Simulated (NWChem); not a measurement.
Program: NWChem. System: C₄H₄ClF, charge 0, spin multiplicity 1, at a geometry optimised with PBE/def2-SVP. The structure started from a generated list of species. Level: MP2/def2-SVP, 10 core orbitals frozen.

The NWChem input:

```
start mol
memory heap 200 mb stack 800 mb global 1000 mb
geometry units angstroms nocenter noautoz noautosym
  F     -1.236603     1.437183     0.735781
  C     -0.974800     0.507011    -0.245722
  C     -1.707016    -0.871071    -0.108557
  C     -0.320463    -1.496631    -0.097596
  C      0.302527    -0.294752    -0.118031
  Cl     1.943839     0.213281    -0.102915
  H     -1.109621     0.997028    -1.236439
  H     -2.260128    -0.937291     0.850926
  H     -2.381543    -1.150873    -0.946047
  H      0.033967    -2.536632    -0.121483
end
basis spherical
  * library def2-svp
end
scf
  rhf
  nopen 0
  maxiter 100
  thresh 1e-7
  semidirect memsize 60000000 filesize 0
end
mp2
  freeze core 10
end
task mp2 energy
```

NWChem printed:

```
             Northwest Computational Chemistry Package (NWChem) 7.3.0
             --------------------------------------------------------

                                NWChem Input Module
                                -------------------

 Scaling coordinates for geometry "geometry" by  1.889725989
 (inverse scale =  0.529177249)

                             Geometry "geometry" -> ""
                             -------------------------

 Output coordinates in angstroms (scale by  1.889725989 to convert to a.u.)

  No.       Tag          Charge          X              Y              Z
 ---- ---------------- ---------- -------------- -------------- --------------
    1 F                    9.0000    -1.23660300     1.43718300     0.73578100
    2 C                    6.0000    -0.97480000     0.50701100    -0.24572200
    3 C                    6.0000    -1.70701600    -0.87107100    -0.10855700
    4 C                    6.0000    -0.32046300    -1.49663100    -0.09759600
    5 C                    6.0000     0.30252700    -0.29475200    -0.11803100
    6 Cl                  17.0000     1.94383900     0.21328100    -0.10291500
    7 H                    1.0000    -1.10962100     0.99702800    -1.23643900
    8 H                    1.0000    -2.26012800    -0.93729100     0.85092600
    9 H                    1.0000    -2.38154300    -1.15087300    -0.94604700
   10 H                    1.0000     0.03396700    -2.53663200    -0.12148300

 Effective nuclear repulsion energy (a.u.)     272.4892617277

            Nuclear Dipole moment (a.u.)
            ----------------------------
        X                 Y               Z
 ---------------- ---------------- ----------------
    -0.0000018897    -0.0000037795    -0.0000094486


 Summary of "ao basis" -> "" (spherical)
 ------------------------------------------------------------------------------
       Tag                 Description            Shells   Functions and Types
 ---------------- ------------------------------  ------  ---------------------
 *                          def2-svp                  on all atoms
[...]
     1   1 0 0     -0.440013      0.000000     -0.000002
     1   0 1 0     -0.813641      0.000000     -0.000004
     1   0 0 1     -0.547346      0.000000     -0.000009

     2   2 0 0    -31.022859      0.000000    408.386339
     2   1 1 0      1.630107      0.000000     10.779340
     2   1 0 1      1.383697      0.000000    -26.317072
     2   0 2 0    -30.355847      0.000000    175.160710
     2   0 1 1     -1.443786      0.000000     33.623434
     2   0 0 2    -31.266412      0.000000     31.385225

                   NWChem MP2 Semi-direct Energy/Gradient Module
                   ---------------------------------------------

  Basis functions       =    108
  Molecular orbitals    =    108
  Frozen core           =     10
  Frozen virtuals       =      0
  Active alpha occupied =     17
  Active beta occupied  =     17
  Active alpha virtual  =     81
  Active beta virtual   =     81
  Use MO symmetry       = F
  Use skeleton AO sym   = F

  AO/Fock/Back tols     =   1.0D-09  1.0D-09  1.0D-09

 GA uses MA = F    GA memory limited = T

 Available:
  local mem=  1.15D+08
 global mem=  1.31D+08
 local disk=  0.00D+00
  mp2_memr nvloc                    81
  nvloc new                    81
   1 passes of  17:        3145728                      58908                  26369190.
   1 passes of  17: M    114683824           G      131048672           F     111538096.

 Semi-direct pass number   1 of   1  for RHF alpha+beta  at        6.1s
  vrange nnbf                  5628
  mp2_eaftype                   100  avail_ma_in_mb                   999
 EAF : mp2_eaftype filesize         100   13184595.
  mp2_eaf for mointskh                    100
Node 0 wrote     62.0 Mb in      0.0 s     Agg I/O rate:  2113.3 Mb/s
 Done moints_semi at       11.4s
  mp2_eaftype                   100  avail_ma_in_mb                   899
 EAF : mp2_eaftype filesize         100   13184595.
  mp2_eaf for kh                   100
 Done maket at       11.9s
 Done multipass loop at       11.9s

          -------------------------------------------
          SCF energy                -712.327630803316
          Correlation energy          -0.848572666053
          Singlet pairs               -0.519325479489
          Triplet pairs               -0.329247186564
          Total MP2 energy          -713.176203469368
          -------------------------------------------

          ---------------------------------------------------
                    Spin Component Scaled (SCS) MP2
          Same spin pairs                     -0.219498124376
          Same spin scaling factor             0.333333333333
          Opposite spin pairs                 -0.629074541677
          Opposite spin scaling fact.          1.200000000000
          SCS-MP2 correlation energy          -0.828055491471
          Total SCS-MP2 energy              -713.155686294787
          ---------------------------------------------------

 -----------------------
 Performance information
 -----------------------

 Timer overhead =  2.40D-07 seconds/call

               Nr. of calls         CPU time (s)                 Wall time (s)                GFlops
             ---------------    -------------------     ------------------------------   -------------------
Name         Min   Avg   Max    Min     Avg     Max     Min     Avg     Max   Mx/calls   Min     Max     Sum
mp2: moin     1     1     1    5.3     5.3     5.3      5.3     5.3     5.3     5.3      0.0     0.0     0.0
mp2: make     1     1     1   0.50    0.50    0.50     0.50    0.50    0.50    0.50      0.0     0.0     0.0
mp2: tota     1     1     1    5.8     5.8     5.8      5.8     5.8     5.8     5.8      0.0     0.0     0.0

 The average no. of pstat calls per process was 3.00D+00
 with a timing overhead of 7.21D-07s

 Task  times  cpu:       11.8s     wall:       11.8s

 Total times  cpu:       11.9s     wall:       11.9s
```
